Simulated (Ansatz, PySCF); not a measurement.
System: sum formula BNH$_{2}$Cl (charge 0, doublet). It need not be the lowest isomer of its formula. 
Coordinates optimised at B3LYP-D3(BJ)/def2-TZVP (Ansatz, a quantum-chemistry and plane-wave program):
```xyz
5

B     -0.2515     0.3056     0.6950
Cl     0.9694    -0.3572    -0.3771
N     -1.5741     0.4886     0.3556
H     -1.9552     0.2527    -0.5517
H     -2.2474     0.8722     0.9975
```
Charge 0, spin multiplicity 2.

Property: atomisation energy (electronic, to ground-state atoms), in kcal/mol. Valence correlation only, unless marked. Open shells are spin-unrestricted. Spin-orbit coupling is left out. Non-relativistic. The coupled-cluster limit lacks core correlation, which all-electron functionals hold. CBS(X,Y): correlation extrapolated as X^-3; Hartree-Fock from the larger set.

```tsv
level	program	atomisation energy (kcal/mol)
SVWN5/def2-TZVPD	Ansatz	472.9
PBE0/def2-TZVP	Ansatz	409.7
PW6B95-D3(BJ)/def2-TZVPD	PySCF + dftd3	407.9
PW6B95-D4/def2-TZVPD	PySCF + dftd4	408.6
LC-wPBE/def2-TZVPD	Ansatz	407.4
SCS-MP2/6-31G	Ansatz	329.0
CCSD(T)/CBS(cc-pV(T+d)Z,cc-pV(Q+d)Z)	Ansatz	402.6
```
